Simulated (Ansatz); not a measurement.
`C[N](C)[Ga]([F])[SH]`, 13 atoms. Total charge 0; spin multiplicity 1. Correlated methods include outer-core shells of Ga, which these sets cover unevenly. Scalar relativity is left out up to krypton. All runs use 3 threads of an AMD EPYC 7R13 on a shared host and a share of an NVIDIA H100 80 GB. Correlated methods freeze the cores. Open-shell runs search over several starts.

**Question.** How many basis functions does each run have, and how long does it take in Ansatz? RKS HSE06 (plane-wave form)-D4/def2-TZVPP energy; UKS r2SCAN-D4/def2-TZVPP energy of the cation; RHF-MP2/def2-QZVPP energy; RKS r2SCAN-D4/def2-TZVPP energy and forces; UKS PBE0-D4/def2-TZVPP energy of the cation; RKS PBE0-D4/def2-TZVP frequencies; RKS ωB97M-V/def2-QZVPP energy; RKS PBE0-D4/def2-QZVPP energy; UHF-MP2/def2-QZVPP energy of the cation; UKS B2PLYP (frozen core)/def2-TZVPP energy of the cation; RHF-CCSD(T)/def2-SVP energy; UKS PBE-D4/def2-TZVPP energy of the cation. (Estimate.)

**Answer.** The calculation gave: Other jobs shared the machine, so times are rough.

| level | job | functions | wall time | peak host memory (GiB) |
| --- | --- | --- | --- | --- |
| RKS HSE06 (plane-wave form)-D4/def2-TZVPP | energy | 312 | 2.5 s | 0.87 |
| RHF-CCSD(T)/def2-SVP | energy | 141 | 3.3 s | 0.79 |
| RKS r2SCAN-D4/def2-TZVPP | energy and forces | 312 | 4.2 s | 0.87 |
| RKS PBE0-D4/def2-QZVPP | energy | 597 | 4.6 s | 1.2 |
| UKS PBE0-D4/def2-TZVPP | energy of the cation | 312 | 6.5 s | 0.92 |
| RKS ωB97M-V/def2-QZVPP | energy | 597 | 8 s | 1.3 |
| RHF-MP2/def2-QZVPP | energy | 597 | 8.1 s | 1.2 |
| UKS r2SCAN-D4/def2-TZVPP | energy of the cation | 312 | 8.5 s | 0.97 |
| UKS PBE-D4/def2-TZVPP | energy of the cation | 312 | 8.6 s | 0.9 |
| UKS B2PLYP (frozen core)/def2-TZVPP | energy of the cation | 312 | 14 s | 1.4 |
| UHF-MP2/def2-QZVPP | energy of the cation | 597 | 15 s | 1.3 |
| RKS PBE0-D4/def2-TZVP | frequencies | 251 | 2.6 min | 0.95 |
